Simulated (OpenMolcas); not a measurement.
**neutral iridium: input and output**

Input:

```
&GATEWAY
Coord
1

Ir 0.0 0.0 0.0
Basis=ANO-R1
Group=XYZ
NoMove
AngMom=0.0 0.0 0.0
AMFI
&SEWARD
* reference wave functions (RASSCF and RASSI steps not shown): 7 electrons in 5 orbitals (5d)
>>> COPY JOB001 $Project.JobIph
&CASPT2
Multistate=10 1 2 3 4 5 6 7 8 9 10
Frozen=14 16
IPEA=0.25
Imaginary=0.1
MaxIter=60
WThr=0.0 0.3 0.05
PrWF=0.5
NoMix
>>> COPY JOB002 $Project.JobIph
&CASPT2
Multistate=40 1 2 3 4 5 6 7 8 9 10 11 12 13 14 15 16 17 18 19 20 21 22
23 24 25 26 27 28 29 30 31 32 33 34 35 36 37 38 39 40
Frozen=14 16
IPEA=0.25
Imaginary=0.1
MaxIter=60
WThr=0.0 0.3 0.05
PrWF=0.5
NoMix
```

Output, cut to the results:

```
--- CASPT2 ---
Orbital specifications:
      -----------------------

      Symmetry species                           1   2
                                                ag  au
      Frozen orbitals                           14  16
      Inactive orbitals                          2   3
      Active orbitals                            5   0
      Secondary orbitals                         6  10
      Deleted orbitals                           0   0
      Number of basis functions                 27  29
Type of calculation                        MS-CASPT2
      Fock operator                              state-specific
      IPEA shift                                 0.25
      Real shift                                 0.00
      Imaginary shift                            0.10
      The input orbitals will be transformed to quasi-canonical
Reference energy:      -17824.1539428116
      E2 (Non-variational):      -0.3591873043
      Shift correction:          -0.0003403581
      E2 (Variational):          -0.3595276623
      Total energy:          -17824.5134704740
      Residual norm:              0.0000008244
      Reference weight:           0.90783
      Contributions to the CASPT2 correlation energy
      Active & Virtual Only:         -0.1185153113
      One Inactive Excited:          -0.1713528887
      Two Inactive Excited:          -0.0693191043
Reference energy:      -17824.1539428116
      E2 (Non-variational):      -0.3570077968
      Shift correction:          -0.0003336804
      E2 (Variational):          -0.3573414772
      Total energy:          -17824.5112842888
      Residual norm:              0.0000004047
      Reference weight:           0.90893
      Contributions to the CASPT2 correlation energy
      Active & Virtual Only:         -0.1171700645
      One Inactive Excited:          -0.1708518268
      Two Inactive Excited:          -0.0689859054
::    CASPT2 Root  1     Total energy: -17824.51347047
::    CASPT2 Root  2     Total energy: -17824.51128429
::    CASPT2 Root  3     Total energy: -17824.51296198
::    CASPT2 Root  4     Total energy: -17824.51161613
::    CASPT2 Root  5     Total energy: -17824.51262629
::    CASPT2 Root  6     Total energy: -17824.51280065
::    CASPT2 Root  7     Total energy: -17824.51132275
::    CASPT2 Root  8     Total energy: -17824.46715527
::    CASPT2 Root  9     Total energy: -17824.46715529
::    CASPT2 Root 10     Total energy: -17824.46715526
::    MS-CASPT2 Root  1     Total energy: -17824.51448767
::    MS-CASPT2 Root  2     Total energy: -17824.51354107
::    MS-CASPT2 Root  3     Total energy: -17824.51315596
::    MS-CASPT2 Root  4     Total energy: -17824.51237870
::    MS-CASPT2 Root  5     Total energy: -17824.51179143
::    MS-CASPT2 Root  6     Total energy: -17824.51062176
::    MS-CASPT2 Root  7     Total energy: -17824.51020519
::    MS-CASPT2 Root  8     Total energy: -17824.46715063
::    MS-CASPT2 Root  9     Total energy: -17824.46712252
::    MS-CASPT2 Root 10     Total energy: -17824.46709345
--- CASPT2 ---
Orbital specifications:
      -----------------------

      Symmetry species                           1   2
                                                ag  au
      Frozen orbitals                           14  16
      Inactive orbitals                          2   3
      Active orbitals                            5   0
      Secondary orbitals                         6  10
      Deleted orbitals                           0   0
      Number of basis functions                 27  29
Type of calculation                        MS-CASPT2
      Fock operator                              state-specific
      IPEA shift                                 0.25
      Real shift                                 0.00
      Imaginary shift                            0.10
      The input orbitals will be transformed to quasi-canonical
Reference energy:      -17824.0965086795
      E2 (Non-variational):      -0.3657460446
      Shift correction:          -0.0009986083
      E2 (Variational):          -0.3667446529
      Total energy:          -17824.4632533324
      Residual norm:              0.0000002619
      Reference weight:           0.90068
      Contributions to the CASPT2 correlation energy
      Active & Virtual Only:         -0.1216851571
      One Inactive Excited:          -0.1738195796
      Two Inactive Excited:          -0.0702413079
Reference energy:      -17824.0965086795
      E2 (Non-variational):      -0.3654774088
      Shift correction:          -0.0010001143
      E2 (Variational):          -0.3664775231
      Total energy:          -17824.4629862026
      Residual norm:              0.0000002520
      Reference weight:           0.90087
      Contributions to the CASPT2 correlation energy
      Active & Virtual Only:         -0.1216667532
      One Inactive Excited:          -0.1735558521
      Two Inactive Excited:          -0.0702548035
::    CASPT2 Root  1     Total energy: -17824.46325333
::    CASPT2 Root  2     Total energy: -17824.46298620
::    CASPT2 Root  3     Total energy: -17824.46295912
::    CASPT2 Root  4     Total energy: -17824.46301490
::    CASPT2 Root  5     Total energy: -17824.46290655
::    CASPT2 Root  6     Total energy: -17824.46290169
::    CASPT2 Root  7     Total energy: -17824.46285159
::    CASPT2 Root  8     Total energy: -17824.46267894
::    CASPT2 Root  9     Total energy: -17824.46286721
::    CASPT2 Root 10     Total energy: -17824.44410684
::    CASPT2 Root 11     Total energy: -17824.44518208
::    CASPT2 Root 12     Total energy: -17824.44901811
::    CASPT2 Root 13     Total energy: -17824.44314723
::    CASPT2 Root 14     Total energy: -17824.45708802
::    CASPT2 Root 15     Total energy: -17824.44323277
::    CASPT2 Root 16     Total energy: -17824.44887291
::    CASPT2 Root 17     Total energy: -17824.45099295
::    CASPT2 Root 18     Total energy: -17824.44866287
::    CASPT2 Root 19     Total energy: -17824.44498719
...
```

Levels above the lowest, from the spin-orbit matrix with the single-state CASPT2 energies, averaged by term, on its diagonal:

```
Configuration   Term     J  E (eV)  Measured (eV)  Term weight %    Second
      5d7 6s2     4F   9/2  0.0000         0.0000             86     13 2G
      5d7 6s2     4F   7/2   0.908         0.8811             96      4 2G
      5d7 6s2     2P   3/2   1.098                            31     31 4F
      5d7 6s2     4F   5/2   1.101         1.2247             67  23 2D(1)
      5d7 6s2     4F   3/2   1.652                            43     35 4P
      5d7 6s2     4P   5/2   1.839         1.6058             81     15 4F
      5d7 6s2     2G   9/2   1.908         1.7283             61     26 2H
      5d7 6s2     4P   1/2   2.198                            66     34 2P
      5d7 6s2     2H  11/2   2.567                           100          
      5d7 6s2     2G   7/2   2.596         2.2044             87     11 2F
      5d7 6s2     4P   3/2   2.932                            43  20 2D(1)
      5d7 6s2  2D(1)   5/2   2.943                            72     17 4F
      5d7 6s2     2P   1/2   3.431                            66     34 4P
      5d7 6s2     2H   9/2   3.526                            73     25 2G
      5d7 6s2     2F   5/2   3.627         3.2737             89   7 2D(2)
      5d7 6s2  2D(1)   3/2   4.171                            43     30 2P
      5d7 6s2     2F   7/2   4.220                            89     10 2G
      5d7 6s2  2D(2)   3/2   5.728                            86   9 2D(1)
      5d7 6s2  2D(2)   5/2   6.119                            90      8 2F
```

Against the 6 measured excited levels shown (NIST Handbook of Basic Atomic Spectroscopic Data) the mean absolute deviation is 1800 cm-1; the largest miss in energy is 5d7 6s2 2G 7/2: computed 2.596, measured 2.2044 eV (+17.8 %).

CASPT2 does not keep the components of a term degenerate, so their means are used; among the terms shown or strongly mixed into the levels shown the widest spread is 1700 cm-1 (5d7 6s2 2H). Some levels mix across a computed gap that differs much from the measured one, so their mixing is not that of the real levels. With the s shell closed, the reference lacks s² → p², s² → d² and s → d mixing, so excited terms can stand far too high and out of order, with CASPT2 too. The CASPT2 spread within a term exceeds the gap to the next term for 5d7 6s2 2P and 5d7 6s2 2H, 5d7 6s2 2H and 5d7 6s2 2D(1), so the order of their levels is uncertain. Some terms miss by over 15 % even with CASPT2, which points to a basis or an active space too small for the shells correlated. Computed and measured levels are paired by configuration, term and J; levels that our copy of the source lacks, or whose pairing is in doubt (as where it misses far off the trend of its configuration), stay unpaired and out of the deviations. Levels of configurations outside the active space are missing.

The term weight is that of the spin-free term in the level, not the purity of its configuration. A number in round brackets counts repeated terms of one configuration in the order of the reference energies.
